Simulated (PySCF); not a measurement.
All of these have the formula C6H6S. Level of theory: TDDFT CAM-B3LYP/def2-SVPD, vertical, gas phase, core orbitals frozen in the response in PySCF. Geometries: PBE0-D3(BJ)/def2-SVP; one conformer of each isolated species. Triplets are in the Tamm–Dancoff approximation.

A. `Sc1ccccc1`
B. `C=Cc1ccsc1`
C. `C=Cc1cccs1`

Lowest singlet levels (six at most, fewer where fewer were computed) with oscillator strengths:

1. 232 nm (f 0.316); 226 nm (f 0.084); 211 nm (f 0.238); 205 nm (f 0.001); 193 nm (f 0.007); 192 nm (f 0.014); T1 3.26 eV
2. 264 nm (f 0.372); 228 nm (f 0.062); 215 nm (f 0.000); 200 nm (f 0.010); 197 nm (f 0.045); 195 nm (f 0.000); T1 2.83 eV
3. 248 nm (f 0.011); 241 nm (f 0.002); 227 nm (f 0.224); 208 nm (f 0.017); 191 nm (f 0.185); 187 nm (f 0.012); T1 3.82 eV

Problem. Which spectrum belongs to which structure?

Solution. 1 = B, 2 = C, 3 = A.
- A: S1 at 5.01 eV, HOMO→LUMO (72%), HOMO-1→LUMO+1 (17%); Löwdin shares by element: HOMO sulfur 41%, carbon 36% or more (atoms not listed hold the other 23%); LUMO carbon 68% or more (atoms not listed hold the other 32%); HOMO -7.59 and LUMO 0.58 eV; point group Cs.
- B: S1 at 5.34 eV, HOMO→LUMO (76%), HOMO→LUMO+1 (10%); Löwdin shares by element: HOMO carbon 53% or more, sulfur 16% (atoms not listed hold the other 32%); LUMO carbon 54% or more, sulfur 16% (atoms not listed hold the other 30%); HOMO -7.65 and LUMO 0.21 eV; point group Cs.
- C: S1 at 4.69 eV, HOMO→LUMO (97%); Löwdin shares by element: HOMO carbon 68% or more (atoms not listed hold the other 32%); LUMO carbon 45% or more, sulfur 14% (atoms not listed hold the other 41%); HOMO -7.49 and LUMO -0.23 eV; point group Cs, 2 of its 6 listed states under f = 0.0005.
